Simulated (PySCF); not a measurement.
Atoms are numbered as in `[CH2:1]=[C:2]([CH3:3])[SiH2:4][Si@H:5]([SiH3:6])[Cl:7]`. Each H is labelled by its parent atom. Ha(C1) is cis to C3; Ha(Si4) is pro-R; Hb(Si4) is pro-S; Hb(C1) is trans to C3.

- σ from GIAO-PBE0/pcSseg-1
- GFN2-xTB geometry
- program: PySCF 2.14.0 with density-fitted response routines
- relativity neglected, single conformer, no solvent model, equivalent nuclei averaged

**Question.** List the cross peaks expected in HSQC, COSY and HMBC spectra.

**Answer.** 

HSQC (one-bond C–H):
```
           δH          δC
5.95 (Ha(C1))  137.0 (C1)
5.02 (Hb(C1))  137.0 (C1)
 2.09 (H(C3))   29.6 (C3)
```

COSY cross peaks (H two or three bonds apart, from the bond graph; peaks can be absent where the dihedral angle is near 90°):
```
            δH              δH
 5.95 (Ha(C1))   5.02 (Hb(C1))
 5.89 (H(Si5))  4.48 (Hb(Si4))
 5.89 (H(Si5))  4.38 (Ha(Si4))
 5.89 (H(Si5))   3.71 (H(Si6))
4.48 (Hb(Si4))  4.38 (Ha(Si4))
```

HMBC (two and three bonds, from the bond graph):
```
            δH                                 δC
 5.95 (Ha(C1))              151.6 (C2), 29.6 (C3)
 5.89 (H(Si5))                         151.6 (C2)
 5.02 (Hb(C1))              151.6 (C2), 29.6 (C3)
4.48 (Hb(Si4))  151.6 (C2), 137.0 (C1), 29.6 (C3)
4.38 (Ha(Si4))  151.6 (C2), 137.0 (C1), 29.6 (C3)
  2.09 (H(C3))             151.6 (C2), 137.0 (C1)
```

References, each an isolated molecule treated in the same way: 1H and 13C against TMS.

Short H···H contacts in this conformer between protons four or more bonds apart (candidates for NOE cross peaks, intensity ∝ r⁻⁶): Ha(C1)···H(C3) 2.36 Å.

Shifts are as computed. Against solution values, carbons near 30 ppm lie about +3 ppm off and those near 130 ppm about +5 ppm. Of 1211 compounds with measured shifts, 218 miss one by over three times the rms of a fit or turn the order of signals round; such compounds aren't used in these exercises.
